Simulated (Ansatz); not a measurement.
Basis sets compared for Ca₄O₃. Charge 0, multiplicity 1. Geometry r2SCAN-D4/def2-SVP. Ansatz on 4 threads of Arm Neoverse V2 on a shared host; times are rough, and most runs start from earlier orbitals.

```xyz
7

Ca    0.8289   -0.4920    0.9409
Ca   -0.9022    0.4882   -1.0135
Ca    1.2363    3.2525    1.0055
Ca   -0.8270   -2.6050   -0.6394
O    -1.3315   -1.0053    0.5839
O     0.4224    1.5349    0.3089
O     0.5732   -1.1733   -1.1864
```

The restricted singlet is unstable towards broken spin symmetry in Hartree–Fock (as tested in another run); at PBE-D4/def2-SVP, PBE-D4/def2-TZVP, PBE0-D4/def2-SVP, PBE0-D4/def2-TZVP this wasn't settled. Another isomer (singlet) lies 1.84 eV lower at PBE0-D4/def2-TZVP; other spin states weren't run for this one.

Binding counts from free atoms (Ca singlet, O triplet) in the same basis, without a counterpoise term.

| level | functions | energy (Eh) | HOMO (eV) | LUMO (eV) | binding per atom (eV) | wall time |
| --- | --- | --- | --- | --- | --- | --- |
| PBE-D4/def2-SVP | 138 | -2934.7042 | -2.66 | -2.35 | 3.86 | 2.6 s |
| PBE0-D4/def2-SVP | 138 | -2934.8442 | -2.87 | -2.03 | 3.53 | 3.7 s |

(1) Estimate the rows for PBE-D4/def2-TZVP (with forces), PBE0-D4/def2-TZVP.

Results:

(1) 
```tsv
level	functions	energy (Eh)	HOMO (eV)	LUMO (eV)	binding per atom (eV)	wall time
PBE-D4/def2-TZVP (with forces)	237	-2935.3062	-2.71	-2.40	3.74	5.5 s
PBE0-D4/def2-TZVP	237	-2935.4413	-2.93	-2.08	3.43	10 s
```
